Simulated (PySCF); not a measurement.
B(Me)2(OMe) (C3H9BO), SMILES COB(C)C.

Geometry optimised at PBE0-D3(BJ)/def2-SVP. One conformer was computed; it need not be the lowest.

These are ωB97X/def2-TZVP in PySCF values and carry that method's errors.

The molecule is in vacuum.

```
Quantity                                                                                                        Value
---------------------------------------------------------------------------------------------  ----------------------
total energy                                                                                       -219.89394 hartree
highest occupied level                                                                                      -10.53 eV
lowest empty level                                                                                            2.71 eV
orbital gap                                                                                                  13.24 eV
dipole moment                                                                                                  1.33 D
quadrupole, principal values (traceless, Buckingham form, about the centre of nuclear charge)   -3.80, 0.73, 3.07 D·Å
mean static polarisability                                                                       54.5 bohr³ (8.08 Å³)
polarisability, principal values                                                               46.2, 54.6, 62.7 bohr³
```
